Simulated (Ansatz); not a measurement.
One change: `CB(N)S` becomes `NB(S)S`.

Ansatz, PBE0-D4/def2-TZVP geometries, multiplicity 1. Each molecule was computed in one conformer, which needn't be the lowest.

```tsv
property	`CB(N)S`
HOMO–LUMO gap (ωB97M-V/def2-TZVPP) / eV	11.19
zero-point energy (PBE0-D4/def2-TZVP) / kJ/mol	204.8
LUMO energy (PBE/def2-TZVPP) / eV	-0.33
LUMO energy (ωB97M-V/def2-TZVPP) / eV	1.93
ideal-gas entropy at 298 K and 1 bar (rigid rotor, harmonic PBE0-D4/def2-TZVP) / J/(mol·K)	321
HOMO energy (PBE0/def2-TZVPP) / eV	-7.06
```

Question: What does the change do to each property? (An estimate is asked.)

Answer: The calculation gave: 
```
                                                                                  property  `NB(S)S`  shift
                                                   HOMO–LUMO gap (ωB97M-V/def2-TZVPP) / eV     11.04  -0.15
                                            zero-point energy (PBE0-D4/def2-TZVP) / kJ/mol     132.9  -71.9
                                                         LUMO energy (PBE/def2-TZVPP) / eV     -0.84  -0.51
                                                     LUMO energy (ωB97M-V/def2-TZVPP) / eV      1.70  -0.23
ideal-gas entropy at 298 K and 1 bar (rigid rotor, harmonic PBE0-D4/def2-TZVP) / J/(mol·K)       323      2
                                                        HOMO energy (PBE0/def2-TZVPP) / eV     -7.18  -0.12
```

With PBE0 the HOMO falls by 0.12 eV and the LUMO falls by 0.47 eV, so the gap narrows by about 0.35 eV. PBE moves the HOMO by -0.13 eV and ωB97M-V by -0.07 eV. The zero-point energy changes by -71.9 kJ/mol with -6 modes. Modes under 60 cm⁻¹, often nearly free rotors, make the harmonic entropy too high.
